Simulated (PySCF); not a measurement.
**Computed properties of C4, SMILES [C-]12[C][C+]2[C]1**

C₄, SMILES [C]1[C+]2[C][C-]12 (connectivity only; charge and spin as stated), neutral, multiplicity 1. The structure is a stationary point at B3LYP-D3(BJ)/def2-TZVP. The values are those of a single conformer. All values are computed for the isolated molecule unless a solvent is named; none is compared with measurement here.

**Structure.** The optimised structure has D2h symmetry. All 6 harmonic modes at B3LYP-D3(BJ)/def2-TZVP (PySCF) are real, so it is a minimum. With heavy atoms numbered as in [C+:1]12[C-:2]([C:3]1)[C:4]2, the shortest bond between them is C1–C3 at 1.442 Å and the longest C1–C2 at 1.493 Å.

**Vibrations.** The strongest infrared lines (harmonic, unscaled, degenerate partners summed) lie at 1394 cm⁻¹ (264 km/mol, C 100 %), 505 cm⁻¹ (54 km/mol, C 100 %), 308 cm⁻¹ (50 km/mol, C 100 %). The softest mode is at 308 cm⁻¹ and the zero-point energy is 7.8 kcal/mol.

**Electronic structure.** HF/def2-TZVPD (PySCF) places the frontier levels at -11.57 and -0.56 eV, a gap of 11.01 eV, and gives a dipole moment of 0.00 D and a mean polarisability of 36.4 bohr³. PBE/def2-TZVPD (PySCF) at the same geometry gives -7.20 and -6.06 eV, so its gap is 9.87 eV narrower. An orbital gap is neither the optical nor the fundamental gap.

**Excitations.** TDA-PBE0/def2-SVPD (PySCF) has S1 at 1.98 eV (627 nm, f = 0.000, dark); the most intense of the 10 singlets computed lies at 6.77 eV (f = 0.15). T1 (TDA) is at 0.63 eV, 1.35 eV under S1. TDA-PBE/def2-SVPD (PySCF) puts S1 at 1.55 eV.

**NMR.** GIAO shifts at PBE0/pcSseg-2 (PySCF) (non-relativistic, atoms alike by connectivity averaged): ¹³C from 304.3 to 404.8 ppm against TMS.

**Solvation.** SMD-PBE0/def2-SVP (PySCF) gives -4.1 kcal/mol in water, -6.1 kcal/mol in 2-propanol, -6.2 kcal/mol in dimethylsulfoxide (1 M in both phases, gas-phase geometry); of these solvents dimethylsulfoxide holds the molecule best.
